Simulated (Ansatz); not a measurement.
Ansatz (a quantum-chemistry and plane-wave program) input (CCSD(T)/def2-SVPD):

Ansatz 0.2 input:
```yaml
crystal:
  periodic: [false, false, false]
  atoms:
    - {symbol: F, position_ang: [-1.90484661, -1.05629693, 0.00370976]}
    - {symbol: C, position_ang: [-1.21809705, 0.00093282, -0.01148083]}
    - {symbol: F, position_ang: [-1.90281836, 1.05921285, -0.03959781]}
    - {symbol: I, position_ang: [0.78448240, -0.00060076, 0.00739391]}
basis:
  gaussian:
    orbitals: def2-SVPD
total_charge: 1
magnetization: {spin_polarized: false}
correlation: {method: ccsd_t, electrons: outside_noble_gas}
output: {forces: true}
```

Output:

```
Functional definition: HF
integrals: 0.15 GiB planned
1086 factors; integrals over basis functions are off by at most 1.0e-3 eV
mean field: 0.39 GiB planned
mean field evaluation 1: about -14495.4526 eV, gradient 4.8e1 eV
mean field evaluation 2: about -14495.5699 eV, gradient 4.8e1 eV
mean field evaluation 4: about -14499.5381 eV, gradient 3.0e0 eV
mean field evaluation 8: about -14499.5984 eV, gradient 1.7e-1 eV
mean field evaluation 16: about -14497.7732 eV, gradient 3.4e1 eV
mean field -14499.59891582 eV, -532.8504319751 hartree, gradient 2.0e-6 eV, S^2 0.000000; 0 other end points of the search recorded, 0 dependent functions left out
12 core orbitals not correlated
reference -14499.59891582 eV, -532.8504319751 hartree; 12, 12 occupied and 77, 77 virtual orbitals, 1086 factors
densities: 0.55 GiB planned
second order -16.58366886 eV of doubles, -0.00000000 eV of singles
coupled cluster: 0.40 GiB planned
cycle   1  -16.35580393 eV  change    2.3e-1 eV  update   1.3e-1
cycle   2  -16.86888321 eV  change   -5.1e-1 eV  update   4.2e-2
cycle   3  -16.99741424 eV  change   -1.3e-1 eV  update   2.6e-2
cycle   4  -16.98332910 eV  change    1.4e-2 eV  update   8.4e-3
cycle   5  -16.97997148 eV  change    3.4e-3 eV  update   4.1e-3
cycle   6  -16.98163330 eV  change   -1.7e-3 eV  update   1.5e-3
cycle   7  -16.98148613 eV  change    1.5e-4 eV  update   7.2e-4
cycle   8  -16.98143089 eV  change    5.5e-5 eV  update   2.0e-4
cycle   9  -16.98161342 eV  change   -1.8e-4 eV  update   7.3e-5
cycle  10  -16.98160564 eV  change    7.8e-6 eV  update   1.7e-5
cycle  11  -16.98160937 eV  change   -3.7e-6 eV  update   6.1e-6
cycle  12  -16.98161352 eV  change   -4.1e-6 eV  update   2.0e-6
perturbative correction -0.57848945 eV, -0.0212590954 hartree
the calculation of the forces begins
Total energy: -14517.15901879 eV, -533.4957538566 hartree
Atom 0 at    -1.904847    -1.056297     0.003710 Å, force    -0.140450    -0.274830     0.004307 eV/Å
Atom 1 at    -1.218097     0.000933    -0.011481 Å, force    -0.144317     0.000111    -0.001360 eV/Å
Atom 2 at    -1.902818     1.059213    -0.039598 Å, force    -0.139923     0.275045    -0.006950 eV/Å
Atom 3 at     0.784482    -0.000601     0.007394 Å, force     0.424689    -0.000325     0.004003 eV/Å
Dipole moment:    -0.114526     0.000088    -0.001079 e Å
```
